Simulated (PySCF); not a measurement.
Structure with atom numbers: `[H]/[N:2]=[CH:3]/[C@@H:4]1[C@H:5]2[C@H:6]([CH3:7])[C@:8]12[C:9]#[CH:10]`. Hydrogens are named by the atom that carries them.

GIAO PBE0/pcSseg-1 shifts (PySCF 2.14.0 with density-fitted response routines, gas phase, non-relativistic, equivalent atoms averaged), each against references optimised in the same way as the molecule (TMS, NH3).

On the GFN2-xTB geometry: H(N2) 10.95, H(C3) 7.94, H(C5) 2.35, H(C10) 1.78, H(C4) 1.74, H(C7) 1.26, H(C6) 1.17, N2 361.8, C3 172.7, C9 83.8, C10 80.6, C4 55.1, C6 43.5, C5 25.2, C7 15.7, C8 12.9 ppm.

Question: What changes on the PBE0-D3(BJ)/def2-SVP geometry?

Answer: 
```tsv
atoms	δ (ppm)	change
H(N2)	10.09	-0.86
H(C3)	7.69	-0.25
H(C5)	1.90	-0.45
H(C10)	2.11	+0.33
H(C4)	1.72	-0.02
H(C7)	1.20	-0.06
H(C6)	1.08	-0.09
N2	362.1	+0.3
C3	175.7	+3.0
C9	83.4	-0.4
C10	78.1	-2.5
C4	52.9	-2.2
C6	42.5	-1.0
C5	22.6	-2.6
C7	14.8	-0.9
C8	10.3	-2.6
```

Bonds between heavy atoms that differ most (equivalent bonds averaged): C8–C9 1.397 → 1.417 Å, C9–C10 1.201 → 1.214 Å, C3–C4 1.468 → 1.479 Å, N2–C3 1.257 → 1.268 Å, C8–C4 1.520 → 1.511 Å. Mean change of bonds to hydrogen: N–H +0.006 Å, C–H +0.014 Å.
